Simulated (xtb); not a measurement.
C$_{4}$H$_{13}$OSi$_{2}$ (SMILES [CH2][SiH](C)O[SiH](C)C), doublet, from a rough starting geometry; GFN2-xTB run with xtb.

The xtb input:
```
$ xtb mol.xyz --gfn 2 --uhf 1 --opt vtight --json

# file mol.xyz
20

C      1.95236844    -1.61409655    -0.92826234
Si     1.59722586     0.13125660    -0.57112585
C      2.90928245     0.91378163     0.55104123
O      0.12143249     0.26937921     0.25724868
Si    -1.38189245    -0.17548917     0.64195033
C     -2.12450105    -1.07750056    -0.81987517
C     -2.29112069     1.40007200     1.01492832
H      2.86718457    -1.91316341    -1.48087999
H      1.34013559    -2.44379065    -0.70203075
H      1.42469456     0.95159818    -1.75364263
H      3.02091916     0.37994851     1.47471234
H      2.57699531     1.92301606     0.84046639
H      3.81962188     0.98279967     0.05518854
H     -1.31644038    -1.08502087     1.74080055
H     -3.14658558    -1.47641494    -0.64531519
H     -1.51232878    -1.90942327    -1.23462780
H     -2.27044645    -0.43727779    -1.75753200
H     -1.95631191     1.94739646     1.93134580
H     -3.38675163     1.24020692     1.12073784
H     -2.15421475     2.17661528     0.17322694
```

What the program printed (banner, timings and long lists left out):

```
   ID    Z sym.   atoms
    1    6 C      1, 3, 6, 7
    2   14 Si     2, 5
    3    8 O      4
    4    1 H      8-20

           -------------------------------------------------
          |                Calculation Setup                |
           -------------------------------------------------

           -------------------------------------------------
          |                 G F N 2 - x T B                 |
           -------------------------------------------------

          ...................................................
          :                      SETUP                      :
          :.................................................:
          :  # basis functions                  53          :
          :  # atomic orbitals                  51          :
          :  # shells                           29          :
          :  # electrons                        43          :
          :  max. iterations                   250          :
          :  Hamiltonian                  GFN2-xTB          :
          :  restarted?                      false          :
          :  GBSA solvation                  false          :
          :  PC potential                    false          :
          :  electronic temp.          300.0000000     K    :
          :  accuracy                    1.0000000          :
          :  -> integral cutoff          0.2500000E+02      :
          :  -> integral neglect         0.1000000E-07      :
          :  -> SCF convergence          0.1000000E-05 Eh   :
          :  -> wf. convergence          0.1000000E-03 e    :
          :  Broyden damping             0.4000000          :
          :  net charge                          0          :
          :  unpaired electrons                  1          :
          ...................................................

 iter      E             dE          RMSdq      gap      omega  full diag
   1    -22.8571166 -0.228571E+02  0.593E+00    4.97       0.0  T
   2    -22.9769995 -0.119883E+00  0.330E+00    4.38       1.0  T
   3    -22.9761112  0.888280E-03  0.181E+00    5.08       1.0  T
   4    -22.9855218 -0.941059E-02  0.775E-01    4.57       1.0  T
   5    -22.9866085 -0.108678E-02  0.337E-01    4.76       1.0  T
   6    -22.9866782 -0.696430E-04  0.161E-01    4.69       1.0  T
   7    -22.9867669 -0.886775E-04  0.669E-02    4.74       1.0  T
   8    -22.9867705 -0.362869E-05  0.304E-02    4.73       1.0  T
   9    -22.9867755 -0.497873E-05  0.159E-02    4.73       1.4  T
  10    -22.9867757 -0.252642E-06  0.834E-03    4.73       2.7  T
  11    -22.9867758 -0.628978E-07  0.453E-03    4.73       4.9  T
  12    -22.9867758 -0.248484E-07  0.109E-03    4.73      20.4  T
  13    -22.9867758 -0.127642E-09  0.527E-04    4.73      42.4  T
  14    -22.9867758 -0.126873E-08  0.111E-04    4.73     201.3  T

   *** convergence criteria satisfied after 14 iterations ***

         :::::::::::::::::::::::::::::::::::::::::::::::::::::
         ::                     SUMMARY                     ::
         :::::::::::::::::::::::::::::::::::::::::::::::::::::
         :: total energy             -22.703392411864 Eh    ::
         :: gradient norm              0.124564043903 Eh/a0 ::
         :: HOMO-LUMO gap              4.730388475000 eV    ::
         ::.................................................::
         :: SCC energy               -22.986699560400 Eh    ::
         :: -> isotropic ES            0.056549429999 Eh    ::
         :: -> anisotropic ES          0.008220905614 Eh    ::
         :: -> anisotropic XC          0.009801674125 Eh    ::
         :: -> dispersion             -0.013529494657 Eh    ::
         :: repulsion energy           0.283307148536 Eh    ::
         :: add. restraining           0.000000000000 Eh    ::
         :: total charge               0.000000000000 e     ::
         :::::::::::::::::::::::::::::::::::::::::::::::::::::

      -----------------------------------------------------------
     |                   =====================                   |
     |                        A N C O P T                        |
     |                   =====================                   |
     |               Approximate Normal Coordinate               |
     |                Rational Function Optimizer                |
      -----------------------------------------------------------
      -----------------------------------------------------------
     |                   =====================                   |
     |                        A N C O P T                        |
     |                   =====================                   |
     |               Approximate Normal Coordinate               |
     |                Rational Function Optimizer                |
      -----------------------------------------------------------

          ...................................................
          :                      SETUP                      :
          :.................................................:
          :   optimization level         verytight          :
          :   max. optcycles                   400          :
          :   ANC micro-cycles                  20          :
          :   degrees of freedom                54          :
          :.................................................:
          :   RF solver                   davidson          :
          :   write xtbopt.log                true          :
          :   linear?                        false          :
          :   energy convergence         0.1000000E-06 Eh   :
          :   grad. convergence          0.2000000E-03 Eh/α :
          :   maxmium RF displ.          1.0000000          :
          :   Hlow (freq-cutoff)         0.1000000E-01      :
          :   Hmax (freq-cutoff)         5.0000000          :
          :   S6 in model hess.         20.0000000          :
          ...................................................

[...]
 * total energy  :   -22.7185244 Eh     change       -0.1490511E-05 Eh
 * total energy  :   -22.7185256 Eh     change       -0.1174599E-05 Eh
 * total energy  :   -22.7185254 Eh     change        0.1773802E-06 Eh
 * total energy  :   -22.7185262 Eh     change       -0.7896610E-06 Eh
 * total energy  :   -22.7185265 Eh     change       -0.2991684E-06 Eh
 * total energy  :   -22.7185268 Eh     change       -0.3069368E-06 Eh
 * total energy  :   -22.7185270 Eh     change       -0.2359395E-06 Eh
 * total energy  :   -22.7185273 Eh     change       -0.2791871E-06 Eh
 * total energy  :   -22.7185276 Eh     change       -0.2358023E-06 Eh
 * total energy  :   -22.7185277 Eh     change       -0.1775885E-06 Eh
 * total energy  :   -22.7185279 Eh     change       -0.1443689E-06 Eh
 * total energy  :   -22.7185280 Eh     change       -0.6973956E-07 Eh
   *** GEOMETRY OPTIMIZATION CONVERGED AFTER 30 ITERATIONS ***
         :: total energy             -22.718527953927 Eh    ::
[...]
       ...           ...                  ...                  ...
        10        2.0000           -0.4719432             -12.8422
        11        2.0000           -0.4637932             -12.6205
        12        2.0000           -0.4595984             -12.5063
        13        2.0000           -0.4583128             -12.4713
        14        2.0000           -0.4555759             -12.3969
        15        2.0000           -0.4538691             -12.3504
        16        2.0000           -0.4524915             -12.3129
        17        2.0000           -0.4514123             -12.2836
        18        2.0000           -0.4102665             -11.1639
        19        2.0000           -0.3991700             -10.8620
        20        2.0000           -0.3923522             -10.6764
        21        2.0000           -0.3840323             -10.4501
        22        1.0000           -0.3360751              -9.1451 (HOMO)
        23                         -0.1625528              -4.4233 (LUMO)
        24                         -0.1391426              -3.7863
        25                         -0.1311735              -3.5694
        26                         -0.1141303              -3.1056
        27                         -0.1088776              -2.9627
        28                         -0.0814839              -2.2173
        29                         -0.0199719              -0.5435
        30                         -0.0143357              -0.3901
        31                          0.0793473               2.1591
        32                          0.0915914               2.4923
        33                          0.1087305               2.9587
       ...                                ...                  ...
        51                          0.9120864              24.8191
      -------------------------------------------------------------
                  HL-Gap            0.1735223 Eh            4.7218 eV
             Fermi-level           -0.3046838 Eh           -8.2909 eV

     #   Z          covCN         q      C6AA      α(0)
     1   6 C        2.733    -0.185    32.833     9.381
     2  14 Si       3.492     0.511   100.618    19.429
     3   6 C        3.649    -0.196    24.733     7.145
     4   8 O        1.539    -0.437    21.656     6.278
     5  14 Si       3.488     0.532   100.267    19.405
     6   6 C        3.650    -0.207    24.980     7.180
     7   6 C        3.650    -0.203    24.892     7.167
     8   1 H        0.926     0.045     2.388     2.417
     9   1 H        0.926     0.049     2.331     2.388
    10   1 H        0.916    -0.071     4.642     3.370
    11   1 H        0.925     0.034     2.531     2.488
    12   1 H        0.925     0.031     2.570     2.507
    13   1 H        0.925     0.017     2.783     2.609
    14   1 H        0.917    -0.083     5.016     3.503
    15   1 H        0.925     0.023     2.683     2.561
    16   1 H        0.925     0.023     2.686     2.563
    17   1 H        0.925     0.033     2.538     2.491
    18   1 H        0.925     0.028     2.610     2.526
    19   1 H        0.925     0.020     2.740     2.589
    20   1 H        0.925     0.036     2.506     2.476

 Mol. C6AA /au·bohr⁶  :       4473.164180
 Mol. C8AA /au·bohr⁸  :     140417.780626
 Mol. α(0) /au        :        110.470713

Wiberg/Mayer (AO) data.
largest (>0.10) Wiberg bond orders for each atom

 ---------------------------------------------------------------------------
     #   Z sym  total        # sym  WBO       # sym  WBO       # sym  WBO
 ---------------------------------------------------------------------------
     1   6 C    3.260 --     2 Si   1.098     8 H    0.993     9 H    0.988
     2  14 Si   3.943 --     1 C    1.098     4 O    1.061    10 H    0.859
                             3 C    0.857
     3   6 C    3.979 --    13 H    1.000    12 H    0.990    11 H    0.988
                             2 Si   0.857
     4   8 O    2.356 --     5 Si   1.105     2 Si   1.061
     5  14 Si   3.841 --     4 O    1.105     7 C    0.890     6 C    0.889
                            14 H    0.876
     6   6 C    3.977 --    15 H    0.996    16 H    0.992    17 H    0.986
                             5 Si   0.889
     7   6 C    3.978 --    19 H    0.997    18 H    0.992    20 H    0.985
                             5 Si   0.890
     8   1 H    0.998 --     1 C    0.993
     9   1 H    0.998 --     1 C    0.988
    10   1 H    0.994 --     2 Si   0.859
    11   1 H    0.999 --     3 C    0.988
    12   1 H    0.999 --     3 C    0.990
    13   1 H    0.999 --     3 C    1.000
    14   1 H    0.993 --     5 Si   0.876
    15   1 H    0.999 --     6 C    0.996
    16   1 H    0.999 --     6 C    0.992
    17   1 H    0.999 --     6 C    0.986
    18   1 H    0.999 --     7 C    0.992
    19   1 H    0.999 --     7 C    0.997
    20   1 H    0.999 --     7 C    0.985
 ---------------------------------------------------------------------------

Topologies differ in total number of bonds
Writing topology from bond orders to xtbtopo.mol

molecular dipole:
                 x           y           z       tot (Debye)
 q only:        0.126      -0.196      -0.144
   full:        0.063      -0.098      -0.106       0.400
molecular quadrupole (traceless):
                xx          xy          yy          xz          yz          zz
 q only:        0.459      -0.112      -0.693      -2.211      -1.037       0.235
  q+dip:        0.570      -0.990       0.806      -0.135      -0.485      -1.376
   full:        2.547      -0.446      -0.524      -0.608       0.556      -2.022

optimized geometry written to: xtbopt.xyz

           -------------------------------------------------
          | TOTAL ENERGY              -22.718527953927 Eh   |
          | GRADIENT NORM               0.000033050029 Eh/α |
          | HOMO-LUMO GAP               4.721783030427 eV   |
           -------------------------------------------------
```
